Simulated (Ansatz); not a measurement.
C₂H₅FOSi₂, SMILES `FC1=C[SiH2]O[SiH2]1`. Total charge 0; spin multiplicity 1. The structure was optimised at the PBE0-D4/def2-TZVP level.

```xyz
11

F    -0.629   -1.029    2.289
C    -0.337   -0.512    1.085
C    -1.107   -0.709    0.014
Si   -0.398    0.151   -1.474
O     0.962    0.836   -0.813
Si    1.197    0.545    0.792
H    -2.015   -1.303    0.070
H    -1.293    1.200   -2.023
H    -0.029   -0.782   -2.568
H     2.459   -0.194    1.040
H     1.190    1.797    1.587
```

Q: What is the dipole moment at ωB97M-V/def2-TZVPP? (Best estimate.)

A: Computed: 0.54 D, with components (-0.35, -0.12, -0.40) D in this frame, pointing from negative to positive charge.

Q: And with PBE, r2SCAN, B3LYP? (An estimate is asked.)

A: The calculation gave: PBE 0.51 D, r2SCAN 0.53 D, B3LYP 0.57 D.

Q: Give the Mulliken charges with ωB97M-V, B3LYP, PBE in def2-TZVPP. (An estimate is asked.)

A: Ansatz gave: 
```json
{"atom": "F1", "ωB97M-V": "-0.19", "B3LYP": "-0.20", "PBE": "-0.15"}
{"atom": "C2", "ωB97M-V": "0.07", "B3LYP": "0.11", "PBE": "0.10"}
{"atom": "C3", "ωB97M-V": "-0.22", "B3LYP": "-0.22", "PBE": "-0.17"}
{"atom": "Si4", "ωB97M-V": "0.42", "B3LYP": "0.50", "PBE": "0.41"}
{"atom": "O5", "ωB97M-V": "-0.45", "B3LYP": "-0.45", "PBE": "-0.37"}
{"atom": "Si6", "ωB97M-V": "0.39", "B3LYP": "0.47", "PBE": "0.38"}
{"atom": "H7", "ωB97M-V": "0.10", "B3LYP": "0.10", "PBE": "0.08"}
{"atom": "H8", "ωB97M-V": "-0.03", "B3LYP": "-0.08", "PBE": "-0.07"}
{"atom": "H9", "ωB97M-V": "-0.03", "B3LYP": "-0.08", "PBE": "-0.07"}
{"atom": "H10", "ωB97M-V": "-0.03", "B3LYP": "-0.07", "PBE": "-0.06"}
{"atom": "H11", "ωB97M-V": "-0.03", "B3LYP": "-0.07", "PBE": "-0.06"}
```

B3LYP here is the variant with VWN-RPA as its local correlation; programs differ in this.
